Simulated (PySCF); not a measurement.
Isomers of C10H7 (doublet state). Method used: PBE0-D3(BJ)/def2-SVP geometry optimisation, gas phase (PySCF 2.14.0). One conformer each; no zero-point energy, no entropy. No frequencies were run at this level. Point groups hold within 0.08 Å. The open-shell SCF solutions weren't tested for stability.

**Question.** Order them by energy at this level, lowest first, and give relative energies in kcal/mol.
A. `[CH:1]#[C:2][c:3]1[cH:4][cH:5][c:6][cH:7][c:8]1[CH:9]=[CH2:10]` (doublet state) with C7–C8–C9–C10 0°
B. `[CH:1]#[C:2][c:3]1[cH:4][cH:5][cH:6][c:7][c:8]1[CH:9]=[CH2:10]` (doublet state) with C7–C8–C9–C10 0°

**Answer.** B (0.0), A (0.8).

Neighbours under 5.0 kcal/mol apart (C#Cc1ccc[c]c1C=C and C#Cc1cc[c]cc1C=C) can change places with a better method, another conformer or zero-point energy. Both arise from one parent by loss of a hydrogen atom (C#Cc1ccc[c]c1C=C: H removed from aryl C; C#Cc1cc[c]cc1C=C: H removed from aryl C), so the differences are those of the electronic X–H dissociation energies at this level.

```json
{"SMILES": "C#Cc1ccc[c]c1C=C", "E (Eh)": "-384.38231", "E rel (kcal/mol)": "0.0", "dipole (D)": "0.53", "point group": "Cs", "A, B, C (MHz)": "1650, 1472, 778.0", "⟨S²⟩": "0.764"}
{"SMILES": "C#Cc1cc[c]cc1C=C", "E (Eh)": "-384.38101", "E rel (kcal/mol)": "0.8", "dipole (D)": "0.38", "point group": "Cs", "A, B, C (MHz)": "1634, 1515, 786.1", "⟨S²⟩": "0.763"}
```
